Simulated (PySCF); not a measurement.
Gas-phase reaction: B3N3Cl3H3 + 3 Cl2 ⇌ BCl3.NH3 + 2 BCl3 + 2 N

Energies from PySCF, thermal terms from the rigid-rotor harmonic-oscillator model, ideal gas at 1 bar. † marks an energy on the PBE0/def2-TZVP geometry and frequencies; other levels use their own. MP2 freezes the core. Open shells (unrestricted): N (multiplicity 4); the rest are closed-shell singlets. Adducts (BCl3.NH3) have no counterpoise correction, and HF, PBE, BLYP, B3LYP and PBE0 lack dispersion. BCl3.NH3: computed as isolated molecules; such fragments, hydroxides, amides, oligomers or adducts are transient or little studied in the gas. MP2 isn't extrapolated to the basis-set limit.

| level | ΔH°(298 K), kJ |
|---|---|
| MP2/def2-SVP† | 378 |
| PBE/def2-SVP | 623 |
| LDA/def2-TZVP† | (withheld) |
| ωB97M-V/def2-TZVP† | (withheld) |
| ωB97X-V/def2-TZVP† | 591 |

Some entries are withheld; supply them.


- LDA/def2-TZVP†, ΔH°(298 K), kJ: 837
- ωB97M-V/def2-TZVP†, ΔH°(298 K), kJ: 598
